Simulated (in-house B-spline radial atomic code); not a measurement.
Settings and results of a run for the cerium ion Ce⁵⁺ (with a hole in an inner shell). Level of theory: Dirac-Hartree-Fock, average of configuration, Fermi nucleus of rms radius 4.8771 fm; calculated with an all-electron radial atomic-structure program (B-spline basis).

Command:
```bash
python run_scf.py task.json out
```
Settings (nuclear radius in fm, mass in u):
```
Z                58
configuration    1s2 2s2 2p6 3s2 3p6 3d10 4s2 4p6 4d10 5s1 5p6
hamiltonian      dirac
method           hf
spin_polarised   False
nucleus          fermi
rms_radius       4.8771
atomic_mass      139.90545
speed_of_light   137.035999084
```

Output (hartree, bohr):
```
 radial grid: 68 intervals, B-splines of order 8, outer radius 25.4386 bohr

 iter        energy (Eh)    residual
    1       -8837.324035    8.73e-01
    2       -8851.863990    4.71e-01
    3       -8854.988148    1.37e-01
    4       -8855.271484    4.01e-02
    5       -8855.299415    1.55e-02
    6       -8855.303557    1.02e-03
    7       -8855.303575    3.03e-04
    8       -8855.303576    1.97e-05
    9       -8855.303576    4.57e-07

 total energy                     -8855.30358
 kinetic                            9499.9338
 electron-nucleus                 -21453.0034
 electron-electron                  3097.7660

 first-order corrections (not in the total)
   Gaunt                             8.2605
   retardation                      -0.8613
   frequency dependence             -0.0945
   self-energy                       5.6737
   Uehling                          -0.8363
   Wichmann-Kroll                    0.0224
   recoil                            0.0230

 orbital      occ     eigenvalue          <r>       <r^2>       <1/r>     <1/r^2>       <r^4>       r_max    small
 1s1/2      2.000     -1497.1854    0.0245686 0.000820604     63.3411     8914.35 1.77717e-06     0.01574  4.61e-02
 2s1/2      2.000      -245.6304     0.104635   0.0129809     14.9516     1083.53 0.000291971     0.08912  1.00e-02
 2p1/2      2.000      -231.4235    0.0880485  0.00955795     14.8935     344.838 0.000185206     0.06806  1.00e-02
 2p3/2      4.000      -214.9601    0.0942095   0.0108123     13.5008      248.33 0.000230603     0.07328  9.43e-03
 3s1/2      2.000       -56.4431     0.277118   0.0878774     5.41356     226.844   0.0117131      0.2542  3.09e-03
 3p1/2      2.000       -50.4025     0.267295   0.0830236     5.31624      72.475   0.0109494      0.2414  3.02e-03
 3p3/2      4.000       -47.0907     0.279153   0.0903573     4.97267      52.932   0.0129059      0.2525  2.87e-03
 3d3/2      4.000       -36.6495     0.250613   0.0740334     4.82371     29.1617  0.00985015      0.2033  2.73e-03
 3d5/2      6.000       -35.9489     0.254348   0.0761165     4.73618     27.8918   0.0103639      0.2065  2.68e-03
 4s1/2      2.000       -13.9525     0.635072    0.454271     2.22658     51.7211    0.298469      0.5919  9.35e-04
 4p1/2      2.000       -11.6211     0.652579     0.48305     2.12747     16.2162    0.345572      0.6013  8.74e-04
 4p3/2      4.000       -10.8957     0.677196     0.51994     2.02266     12.0478    0.399997      0.6241  8.28e-04
 4d3/2      4.000        -6.9613     0.729886    0.614885     1.80523     5.90394    0.603809      0.6452  6.83e-04
 4d5/2      6.000        -6.8316     0.738912    0.629921     1.77792     5.65194     0.63318       0.653  6.70e-04
 5s1/2      1.000        -3.8619      1.44709     2.33361    0.914558     10.1599     7.68812       1.339  2.28e-04
 5p1/2      2.000        -2.9957      1.57506     2.77357    0.831398     2.98833     11.0329       1.439  1.94e-04
 5p3/2      4.000        -2.8637      1.63173     2.97409    0.795952       2.243     12.6493       1.492  1.82e-04
```

Cost of the run: 1.5 s on 1 thread of Arm Neoverse N1 (shared host).

For the Dirac Hamiltonian the kinetic term is c α·p + (β - 1)c².
